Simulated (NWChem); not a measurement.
The numbers come from NWChem runs, not from measurements. System: Cl$_{2}$ (-1), charge -1, spin multiplicity 2, at a geometry optimised with UPBE0/def2-SVP. The structure started from a generated list of species. Its SCF solution wasn't tested for a lower state. Level: UMP2/def2-TZVPD, 10 core orbitals frozen.

Input file:

```
start mol
memory heap 200 mb stack 900 mb global 1100 mb
charge -1
geometry units angstroms nocenter noautoz
  Cl     0.000000     0.000000     1.326639
  Cl     0.000000     0.000000    -1.326639
  symmetry group D2h
end
basis spherical
  * library def2-tzvpd
end
scf
  uhf
  nopen 1
  maxiter 100
  thresh 1e-7
  semidirect memsize 60000000 filesize 0
  # guess.movecs holds the orbitals of an unrestricted PBE0 run
  vectors input guess.movecs output mol.movecs
end
mp2
  freeze core 10
end
task mp2 energy
```

NWChem printed:

```
             Northwest Computational Chemistry Package (NWChem) 7.3.0
             --------------------------------------------------------

                                NWChem Input Module
                                -------------------

 Scaling coordinates for geometry "geometry" by  1.889725989
 (inverse scale =  0.529177249)

 Turning off AUTOSYM since
 SYMMETRY directive was detected!

                             Geometry "geometry" -> ""
                             -------------------------

 Output coordinates in angstroms (scale by  1.889725989 to convert to a.u.)

  No.       Tag          Charge          X              Y              Z
 ---- ---------------- ---------- -------------- -------------- --------------
    1 Cl                  17.0000     0.00000000     0.00000000     1.32663900
    2 Cl                  17.0000     0.00000000     0.00000000    -1.32663900

 Effective nuclear repulsion energy (a.u.)      57.6389752453

            Nuclear Dipole moment (a.u.)
            ----------------------------
        X                 Y               Z
 ---------------- ---------------- ----------------
     0.0000000000     0.0000000000     0.0000000000

      Symmetry information
      --------------------

 Group name             D2h
 Group number             26
 Group order               8
 No. of unique centers     1

      Symmetry unique atoms

     1


 Summary of "ao basis" -> "" (spherical)
 ------------------------------------------------------------------------------
       Tag                 Description            Shells   Functions and Types
 ---------------- ------------------------------  ------  ---------------------
 *                         def2-tzvpd                 on all atoms

 Summary of "ao basis" -> "ao basis" (spherical)
 ------------------------------------------------------------------------------
       Tag                 Description            Shells   Functions and Types
 ---------------- ------------------------------  ------  ---------------------
 Cl                        def2-tzvpd               16       46   6s6p3d1f

                                 NWChem SCF Module
                                 -----------------

  ao basis        = "ao basis"
  functions       =    92
  atoms           =     2
  alpha electrons =    18
  beta  electrons =    17
  charge          =  -1.00
  wavefunction    = UHF
  use symmetry    = T
  symmetry adapt  = T

 Summary of "ao basis" -> "ao basis" (spherical)
 ------------------------------------------------------------------------------
       Tag                 Description            Shells   Functions and Types
 ---------------- ------------------------------  ------  ---------------------
 Cl                        def2-tzvpd               16       46   6s6p3d1f

      Symmetry analysis of basis
      --------------------------

        ag         20
        au          4
        b1g         4
        b1u        20
        b2g        11
        b2u        11
        b3g        11
        b3u        11

 Forming initial guess at       0.1s

   Symmetry analysis of molecular orbitals - initial alpha
   -------------------------------------------------------

  Numbering of irreducible representations:

     1 ag          2 au          3 b1g         4 b1u         5 b2g
     6 b2u         7 b3g         8 b3u

  Orbital symmetries:

     1 b1u         2 ag          3 b1u         4 ag          5 b1u
     6 ag          7 b2g         8 b3g         9 b3u        10 b2u
    11 ag         12 b1u        13 ag         14 b3u        15 b2u
    16 b2g        17 b3g        18 b1u        19 b1u        20 ag
    21 b3u        22 b2u        23 b2g        24 b3g        25 ag
    26 ag         27 b1g        28 b1u

   Symmetry analysis of molecular orbitals - initial beta
   ------------------------------------------------------

  Numbering of irreducible representations:

     1 ag          2 au          3 b1g         4 b1u         5 b2g
     6 b2u         7 b3g         8 b3u

  Orbital symmetries:

     1 b1u         2 ag          3 b1u         4 ag          5 b1u
     6 ag          7 b2g         8 b3g         9 b3u        10 b2u
    11 ag         12 b1u        13 ag         14 b3u        15 b2u
    16 b2g        17 b3g        18 b1u        19 b1u        20 b3u
    21 b2u        22 ag         23 b2g        24 b3g        25 ag
    26 ag         27 b1g        28 b1u

 Starting SCF solution at       0.1s

 ----------------------------------------------
         Quadratically convergent UHF

 Convergence threshold     :          1.000E-07
 Maximum no. of iterations :          100
 Integral*density screening:          1.000E-09
 ----------------------------------------------

              iter       energy          gnorm     gmax       time
             ----- ------------------- --------- --------- --------
                 1     -919.0499793499  8.31D-01  2.60D-01      1.0
                 2     -919.0623341816  6.42D-02  1.95D-02      1.1
                 3     -919.0631142423  1.96D-03  5.15D-04      1.3
                 4     -919.0631157388  1.69D-06  4.24D-07      1.6
                 5     -919.0631157388  3.83D-09  1.14D-09      1.8

       Final UHF  results
       ------------------

         Total SCF energy =   -919.063115738848
      One electron energy =  -1394.271636612266
      Two electron energy =    417.569545628113
 Nuclear repulsion energy =     57.638975245305

                       Sz =      0.5000
                 Sz(Sz+1) =      0.7500
                      S^2 =      0.7731

        Time for solution =      1.7s
[...]
   Bfn.  Coefficient  Atom+Function         Bfn.  Coefficient  Atom+Function
  ----- ------------  ---------------      ----- ------------  ---------------
    17      0.377867  1 Cl py                63     -0.377867  2 Cl py
    20      0.283307  1 Cl py                66     -0.283307  2 Cl py
    14      0.181065  1 Cl py                60     -0.181065  2 Cl py

 Vector   16  Occ=1.000000D+00  E=-2.076629D-01  Symmetry=b2g
              MO Center= -6.3D-17, -1.9D-18,  1.9D-16, r^2= 3.2D+00
   Bfn.  Coefficient  Atom+Function         Bfn.  Coefficient  Atom+Function
  ----- ------------  ---------------      ----- ------------  ---------------
    16      0.377867  1 Cl px                62     -0.377867  2 Cl px
    19      0.283307  1 Cl px                65     -0.283307  2 Cl px
    13      0.181065  1 Cl px                59     -0.181065  2 Cl px

 Vector   17  Occ=1.000000D+00  E=-1.790004D-01  Symmetry=ag
              MO Center=  4.8D-18, -5.0D-19, -2.7D-17, r^2= 2.9D+00
   Bfn.  Coefficient  Atom+Function         Bfn.  Coefficient  Atom+Function
  ----- ------------  ---------------      ----- ------------  ---------------
    18      0.326366  1 Cl pz                64     -0.326366  2 Cl pz
    21      0.259176  1 Cl pz                67     -0.259176  2 Cl pz

 Vector   18  Occ=0.000000D+00  E= 1.649104D-01  Symmetry=b1u
              MO Center=  1.5D-20,  1.0D-20, -1.1D-15, r^2= 1.3D+01
   Bfn.  Coefficient  Atom+Function         Bfn.  Coefficient  Atom+Function
  ----- ------------  ---------------      ----- ------------  ---------------
     6      1.139560  1 Cl s                 52     -1.139560  2 Cl s
    24     -0.945901  1 Cl pz                70     -0.945901  2 Cl pz
    21     -0.374625  1 Cl pz                67     -0.374625  2 Cl pz
    18     -0.205888  1 Cl pz                64     -0.205888  2 Cl pz

 Vector   19  Occ=0.000000D+00  E= 2.229453D-01  Symmetry=b1u
              MO Center=  1.6D-20,  2.2D-20,  2.1D-15, r^2= 1.4D+01
   Bfn.  Coefficient  Atom+Function         Bfn.  Coefficient  Atom+Function
  ----- ------------  ---------------      ----- ------------  ---------------
     6      2.017228  1 Cl s                 52     -2.017228  2 Cl s
    24     -1.275842  1 Cl pz                70     -1.275842  2 Cl pz
     5     -0.462579  1 Cl s                 51      0.462579  2 Cl s
    37      0.348721  1 Cl d  0              83     -0.348721  2 Cl d  0
    18      0.315957  1 Cl pz                64      0.315957  2 Cl pz

 Vector   20  Occ=0.000000D+00  E= 2.446646D-01  Symmetry=b3u
              MO Center= -2.0D-16,  1.0D-16, -2.0D-16, r^2= 1.4D+01
   Bfn.  Coefficient  Atom+Function         Bfn.  Coefficient  Atom+Function
  ----- ------------  ---------------      ----- ------------  ---------------
    22      0.701079  1 Cl px                68      0.701079  2 Cl px
    19     -0.387460  1 Cl px                65     -0.387460  2 Cl px

 center of mass
 --------------
 x =   0.00000000 y =   0.00000000 z =   0.00000000

 moments of inertia (a.u.)
 ------------------
         439.556329430746           0.000000000000           0.000000000000
           0.000000000000         439.556329430746           0.000000000000
           0.000000000000           0.000000000000           0.000000000000

  Mulliken analysis of the total density
  --------------------------------------

    Atom       Charge   Shell Charges
 -----------   ------   -------------------------------------------------------
    1 Cl  17    17.50   2.01  0.45  1.52  1.10  0.89  0.03  4.18  1.69  1.06  2.74  1.72  0.10  0.00  0.01  0.01  0.00
    2 Cl  17    17.50   2.01  0.45  1.52  1.10  0.89  0.03  4.18  1.69  1.06  2.74  1.72  0.10  0.00  0.01  0.01  0.00

  Mulliken analysis of the alpha density
  --------------------------------------

    Atom       Charge   Shell Charges
 -----------   ------   -------------------------------------------------------
    1 Cl  17     9.00   1.01  0.22  0.76  0.56  0.44  0.01  2.10  0.84  0.59  1.54  0.88  0.04  0.00  0.00  0.00  0.00
    2 Cl  17     9.00   1.01  0.22  0.76  0.56  0.44  0.01  2.10  0.84  0.59  1.54  0.88  0.04  0.00  0.00  0.00  0.00

   Mulliken analysis of the beta density
   -------------------------------------

    Atom       Charge   Shell Charges
 -----------   ------   -------------------------------------------------------
    1 Cl  17     8.50   1.01  0.22  0.76  0.54  0.45  0.02  2.08  0.85  0.47  1.20  0.84  0.05  0.00  0.01  0.00  0.00
    2 Cl  17     8.50   1.01  0.22  0.76  0.54  0.45  0.02  2.08  0.85  0.47  1.20  0.84  0.05  0.00  0.01  0.00  0.00

   Mulliken analysis of the spin density
   -------------------------------------

    Atom       Charge   Shell Charges
 -----------   ------   -------------------------------------------------------
    1 Cl  17     0.50   0.00  0.00 -0.00  0.02 -0.01 -0.00  0.02 -0.02  0.12  0.33  0.04 -0.01 -0.00 -0.00  0.00  0.00
    2 Cl  17     0.50   0.00  0.00 -0.00  0.02 -0.01 -0.00  0.02 -0.02  0.12  0.33  0.04 -0.01 -0.00 -0.00  0.00  0.00

       Multipole analysis of the density wrt the origin
       ------------------------------------------------

     L   x y z        total         alpha         beta         nuclear
     -   - - -        -----         -----         ----         -------
     0   0 0 0     -1.000000    -18.000000    -17.000000     34.000000

     1   1 0 0      0.000000      0.000000      0.000000      0.000000
     1   0 1 0     -0.000000     -0.000000      0.000000      0.000000
     1   0 0 1      0.000000      0.000000      0.000000      0.000000

     2   2 0 0    -22.241108    -11.231887    -11.009221      0.000000
     2   1 1 0     -0.000000     -0.000000      0.000000      0.000000
     2   1 0 1     -0.000000     -0.000000      0.000000      0.000000
     2   0 2 0    -22.241108    -11.231887    -11.009221      0.000000
     2   0 1 1      0.000000      0.000000      0.000000      0.000000
     2   0 0 2    -28.897458   -126.429654   -116.156776    213.688972

                   NWChem MP2 Semi-direct Energy/Gradient Module
                   ---------------------------------------------

  Basis functions       =     92
  Molecular orbitals    =     92
  Frozen core           =     10
  Frozen virtuals       =      0
  Active alpha occupied =      8
  Active beta occupied  =      7
  Active alpha virtual  =     74
  Active beta virtual   =     75
  Use MO symmetry       = T
  Use skeleton AO sym   = T

  AO/Fock/Back tols     =   1.0D-09  1.0D-09  1.0D-09

 GA uses MA = F    GA memory limited = T

 Available:
  local mem=  1.26D+08
 global mem=  1.44D+08
 local disk=  0.00D+00
  mp2_memr nvloc                    74
  nvloc new                    74
   1 passes of   8:        4194304                      46854                   8430069.
   1 passes of   8: M    126152148           G      144162272           F     121957844.

 Semi-direct pass number   1 of   1  for UHF alpha       at        2.0s
  vrange nnbf                  4181
  mp2_eaftype                    32  avail_ma_in_mb                  1099
 EAF : mp2_eaftype filesize          32    4215034.
  mp2_eaf for mointskh                     32
Node 0 wrote     19.8 Mb in      0.0 s     Agg I/O rate:  1599.4 Mb/s
 Done moints_semi at        4.8s
  mp2_eaftype                    32  avail_ma_in_mb                  1067
 EAF : mp2_eaftype filesize          32    4215034.
  mp2_eaf for kh                    32
 Done maket at        5.0s
 Done multipass loop at        5.0s

 GA uses MA = F    GA memory limited = T

 Available:
  local mem=  1.26D+08
 global mem=  1.44D+08
 local disk=  0.00D+00
  mp2_memr nvloc                    75
  nvloc new                    75
   1 passes of   7:        4194304                      43506                   7477637.
   1 passes of   7: M    126152148           G      144162272           F     121957844.

 Semi-direct pass number   1 of   1  for UHF beta        at        5.0s
  vrange nnbf                  4181
  mp2_eaftype                    28  avail_ma_in_mb                  1099
 EAF : mp2_eaftype filesize          28    3738818.
  mp2_eaf for mointskh                     28
Node 0 wrote     17.6 Mb in      0.0 s     Agg I/O rate:  2214.1 Mb/s
 Done moints_semi at        7.8s
  mp2_eaftype                    28  avail_ma_in_mb                  1071
 EAF : mp2_eaftype filesize          28    3738818.
  mp2_eaf for kh                    28
 Done maket at        7.9s
 Done multipass loop at        7.9s

          -------------------------------------------
          SCF energy                -919.063115738848
          Correlation energy          -0.381691302632
          Singlet pairs                0.000000000000
          Triplet pairs                0.000000000000
          Total MP2 energy          -919.444807041479
          -------------------------------------------

          ---------------------------------------------------
                    Spin Component Scaled (SCS) MP2
          Same spin pairs                     -0.097885202852
          Same spin scaling factor             0.333333333333
          Opposite spin pairs                 -0.283806099780
          Opposite spin scaling fact.          1.200000000000
          SCS-MP2 correlation energy          -0.373195720686
          Total SCS-MP2 energy              -919.436311459534
          ---------------------------------------------------

 -----------------------
 Performance information
 -----------------------

 Timer overhead =  2.52D-07 seconds/call

               Nr. of calls         CPU time (s)                 Wall time (s)                GFlops
             ---------------    -------------------     ------------------------------   -------------------
Name         Min   Avg   Max    Min     Avg     Max     Min     Avg     Max   Mx/calls   Min     Max     Sum
mp2: moin     2     2     2    5.6     5.6     5.6      5.6     5.6     5.6     2.8      0.0     0.0     0.0
mp2: make     2     2     2   0.27    0.27    0.27     0.27    0.27    0.27    0.13      0.0     0.0     0.0
mp2: tota     1     1     1    6.0     6.0     6.0      6.0     6.0     6.0     6.0      0.0     0.0     0.0

 The average no. of pstat calls per process was 5.00D+00
 with a timing overhead of 1.26D-06s

 Task  times  cpu:        7.8s     wall:        7.8s

 Total times  cpu:        7.9s     wall:        7.9s
```
